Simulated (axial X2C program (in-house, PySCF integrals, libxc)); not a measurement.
# Ionising Br₂

Calculated with an in-house all-electron X2C program for linear molecules (integrals from PySCF), spin-free (one-electron X2C) or two-component (2c: spin–orbit coupling with atomic mean-field Coulomb and Gaunt terms, which also bring small scalar terms), in Dyall basis sets with cores contracted in-house; open shells are unrestricted.

Basis sets: Br dyall-cv3z. Frozen shells (counts by l): Br₂ Br 3s2p1d, 14 electrons correlated; Br₂⁺ Br 3s2p1d, 13 electrons correlated. Coupled cluster in natural virtuals with an MP2 remainder. Where the outer core of a metal is frozen, bonds come out longer and ionisation energies lower.

```csv
Hamiltonian,level,Br₂ state,Re (Å),ωe (cm⁻¹),De (eV)
spin-free,HF,"M_S = 0, Λ = 0",2.270,354.6,0.65
spin-free,PBE0,"M_S = 0, Λ = 0",2.277,336.5,2.25
spin-free,MP2,"M_S = 0, Λ = 0",2.279,338.2,2.14
spin-free,CCSD,"M_S = 0, Λ = 0",2.295,326.8,1.88
spin-free,CCSD(T),"M_S = 0, Λ = 0",2.303,318.5,2.01
2c,PBE0,Ω = 0,2.281,333.3,2.06
```

Adiabatic ionisation energy (minimum to minimum, no zero-point term) and constants of Br₂⁺:

```tsv
Hamiltonian	level	Br₂⁺ state	IE (eV)	Re (Å)	ωe (cm⁻¹)	De (eV)	fragments
spin-free	HF	M_S = 1/2, Λ = 1	10.15	2.161	421.9	1.20	Br+ + Br
spin-free	PBE0	M_S = 1/2, Λ = 1	10.46	2.189	384.7	3.58	Br+ + Br
spin-free	MP2	M_S = 1/2, Λ = 1	10.45	2.199	371.8	3.23	Br+ + Br
spin-free	CCSD	M_S = 1/2, Λ = 1	10.52	2.198	378.1	2.90	Br+ + Br
spin-free	CCSD(T)	M_S = 1/2, Λ = 1	10.47	2.211	362.8	3.12	Br+ + Br
2c	PBE0	Ω = 3/2	10.27	2.191	382.4	3.54	Br+ + Br
```

Add the zero-point terms to the ionisation energy at PBE0, 2c, and say whether the electron removed was bonding.

IE0 = IE + (ωe⁺ − ωe)/2 = 10.27 + (0.003) = 10.27 eV. Re changes by -0.090 Å, so the bond shortens, as on loss of an antibonding or a polarising non-bonding electron.

Close the cycle De(Br₂⁺) + IE(Br₂) = De(Br₂) + IE(Br) to find the atomic ionisation energy at PBE0, 2c.

IE(Br) = 3.54 + 10.27 − 2.06 = 11.75 eV, for the determinants used.

Each entry is the lowest single determinant of a limited PBE0 search at one distance. De goes to single-determinant-based atoms at the same level (for ions the charge split of lowest energy) and is withheld (n/a) where an atom does not fit its ground term or J level. Main or longest-lived isotopes. The functionals have no current term, which raises determinants with orbital currents.
